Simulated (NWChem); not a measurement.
Species: AlN, triplet; SMILES [N]=[Al]

```xyz
2

Al     0.0000     0.0000    -0.6255
N      0.0000     0.0000     1.1374
```
Atoms are numbered in this order, from 1.

Computed with NWChem. Spin-unrestricted. The state is orbitally degenerate and is run as one real component. Coordinates come from a PBE-D3(BJ)/def2-SVP, spin-unrestricted optimisation. No stability test was run on the SCF state. Vzz is the largest principal value of the second derivative of the potential at the nucleus (NWChem prints the opposite sign); η is the asymmetry. Non-relativistic.

| level | Vzz Al1 (a.u.) | η Al1 | Vzz N2 (a.u.) | η N2 |
|---|---|---|---|---|
| B3LYP/def2-TZVP | -0.753 | 0.77 | -1.166 | 0.57 |
| B3LYP/cc-pVTZ | … | 0.74 | -1.169 | 0.56 |
| UHF/def2-SVP | -0.673 | 0.58 | -1.282 | 0.05 |
| UHF/cc-pVTZ | -0.825 | 0.52 | -1.293 | 0.07 |

Question: Fill in the missing entries.

Answer: 
- B3LYP/cc-pVTZ, Vzz Al1 (a.u.): -0.784
